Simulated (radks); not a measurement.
The numbers below are computed, except where a source is named.
Question: O, 8 electrons, occupied as [He] 2s2 2p3 3s1 (not the ground configuration). Code: a radial shooting solver on a logarithmic mesh with Libxc functionals. Model: non-relativistic Kohn-Sham, LDA (Slater exchange, Perdew-Wang correlation), spin-unpolarised, spherical densities, point nucleus. Some entries of the table are withheld. Estimate them.

| orbital | occ. | eigenvalue (hartree) | <r^2> (bohr^2) |
|---|---|---|---|
| 1s | 2 | -19.21156 | 0.05448 |
| 2s | 2 | -1.21022 | 1.446 |
| 2p | 3 | -0.66944 | (1) |
| 3s | 1 | (2) | 27.10 |

Answer: 
(1) 2p <r^2> (bohr^2): 1.619
(2) 3s eigenvalue (hartree): -0.08913
